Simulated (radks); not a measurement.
Values are calculated unless marked as measured or tabulated.
Excited configurations of Ni3+: one electron is placed in a higher orbital outside [Ar] 3d6. The ground configuration is [Ar] 3d7. Code: a radial shooting solver on a logarithmic mesh with Libxc functionals. Model: scalar-relativistic Kohn-Sham, r2SCAN, spin-polarised, spherical densities, finite nucleus; open shells are filled with parallel spins first; meta-GGA in the generalised Kohn-Sham scheme; Fermi nuclear charge, rms radius 3.7757 fm. Excitation = E - E(ground); binding = E(ion) - E, where the ion is the core of charge +4; n* = 4/sqrt(2 binding) in atomic units, and the quantum defect is n - n*.

| outer orbital | excitation (eV) | binding (eV) | n* | quantum defect | eigenvalue (eV) | <r> (bohr) |
|---|---|---|---|---|---|---|
| 4s | 12.407 | 41.926 | 2.279 | 1.721 | -37.549 | 2.034 |
| 4p | 21.368 | 32.965 | 2.570 | 1.430 | -29.046 | 2.330 |
| 4d | 33.056 | 21.277 | 3.199 | 0.801 | -18.314 | 3.139 |
| 4f | 40.654 | 13.679 | 3.989 | 0.011 | -11.594 | 4.370 |
| 5s | 34.148 | 20.185 | 3.284 | 1.716 | -18.162 | 4.140 |
| 5p | 37.308 | 17.025 | 3.576 | 1.424 | -15.248 | 4.664 |
| 6s | 42.424 | 11.908 | 4.276 | 1.724 | -10.772 | 6.962 |
| 6p | 43.893 | 10.440 | 4.566 | 1.434 | -9.395 | 7.718 |
| 6d | 46.180 | 8.152 | 5.167 | 0.833 | -7.266 | 9.404 |
| 7p | 47.269 | 7.064 | 5.551 | 1.449 | -6.385 | 11.51 |
| 7f | 49.692 | 4.641 | 6.849 | 0.151 | -4.141 | 16.30 |

The Delta-SCF ionisation energy is 54.333 eV (NIST Atomic Spectra Database: 54.9 eV, semi-empirical). Self-interaction in the functional shifts the binding energies and quantum defects, so they are the method's values and not measured ones. Open shells are spherical and high-spin; term and fine-structure splittings are not resolved.
